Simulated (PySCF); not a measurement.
## Se₃⁺: double against triple zeta

Base calculation in PySCF with density fitting and no spin–orbit coupling, PBE/def2-SVP (no relativity): doublet, C2v, Se–Se 2.242 Å (×2); Se–Se–Se 98.2°; wavenumbers 106, 285, 335 cm⁻¹; dipole moment about the centre of mass 0.42 D, polar-tensor charge of Se 0.33 e.

What changes on going to PBE/def2-TZVP (no relativity)?

The point group stays the same. Changes: mean bond to Se -0.007 Å, highest wavenumber +5 cm⁻¹, lowest wavenumber -1 cm⁻¹, dipole moment about the centre of mass -0.02 D, polar-tensor charge of Se +0.02 e. The new structure has Se–Se 2.235 Å (×2); Se–Se–Se 97.7°, with wavenumbers 105, 289, 340 cm⁻¹. The larger basis shortens the bonds, as added polarisation functions usually do.

Each species is the lowest minimum found with this bonding; other isomers or fragments can lie lower.
